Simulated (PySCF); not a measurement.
**A survey of 17O NMR shifts**

PySCF 2.14.0 with density-fitted response routines calculation with shieldings: GIAO PBE0/pcSseg-1 and GFN2-xTB geometry; rapidly exchanging positions averaged, no solvent, one conformer, non-relativistic.

Shieldings were converted by a linear fit to measured shifts: 17O: δ = 266.70 − 0.911σ (rms 10.7 ppm, 155 shifts, 12.2 ppm with the 3 outliers that the fit left out vs liquid water, solution or neat liquid). A few per cent of atoms miss by over 2 rms, more outside the fitted compound classes.

**Question.** Give the 17O shifts of `CO[C@@H]1O[SiH2]O[C@@]1(C)CF`, `C[C@@H](CF)[C@H](O[SiH3])C(=O)O`, `C=C[Si@@H](C(=C)O[SiH3])C(F)F`, `C=CO[SiH2]SC=C`.

**Answer.** 
| compound | environment | δ (ppm) |
| --- | --- | --- |
| [CH3:1][O:2][C@@H:3]1[O:4][SiH2:5][O:6][C@@:7]1([CH3:8])[CH2:9][F:10] | O4: oxygen bonded to C, Si, in a 5-membered ring | 28.8 |
| [CH3:1][O:2][C@@H:3]1[O:4][SiH2:5][O:6][C@@:7]1([CH3:8])[CH2:9][F:10] | O6: oxygen bonded to C, Si, in a 5-membered ring | 24.0 |
| [CH3:1][O:2][C@@H:3]1[O:4][SiH2:5][O:6][C@@:7]1([CH3:8])[CH2:9][F:10] | O2: ether oxygen | 19.0 |
| [CH3:1][C@@H:2]([CH2:3][F:4])[C@H:5]([O:6][SiH3:7])[C:8](=[O:9])[OH:10] | O9: carbonyl oxygen | 350.0 |
| [CH3:1][C@@H:2]([CH2:3][F:4])[C@H:5]([O:6][SiH3:7])[C:8](=[O:9])[OH:10] | O10: acid hydroxyl oxygen | 145.6 |
| [CH3:1][C@@H:2]([CH2:3][F:4])[C@H:5]([O:6][SiH3:7])[C:8](=[O:9])[OH:10] | O6: oxygen bonded to C, Si | -20.6 |
| C=C[Si@@H](C(=C)O[SiH3])C(F)F | oxygen bonded to C, Si | 58.3 |
| C=CO[SiH2]SC=C | oxygen bonded to C, Si | 49.5 |

**Question.** Match the shifts 819.3, 353.3, 28.8, -26.5 ppm to `CC#Cc1ncno1`, `CCOC(C)(C)C(F)(F)F`, `C=C[C@@]1(C#N)CC[SiH2]OC1`, `CCC/C=C\[Si@@H](C#N)C=O`.

**Answer.** 819.3: CCC/C=C\[Si@@H](C#N)C=O (carbonyl oxygen); 353.3: CC#Cc1ncno1 (aromatic ring oxygen); 28.8: CCOC(C)(C)C(F)(F)F (ether oxygen); -26.5: C=C[C@@]1(C#N)CC[SiH2]OC1 (oxygen bonded to C, Si, in a 6-membered ring).

In solution the two oxygens of a carboxylic acid give one averaged line by proton exchange, and hydrogen bonding shields acid and N–H amide carbonyl oxygens by tens of ppm; neither is in these numbers.
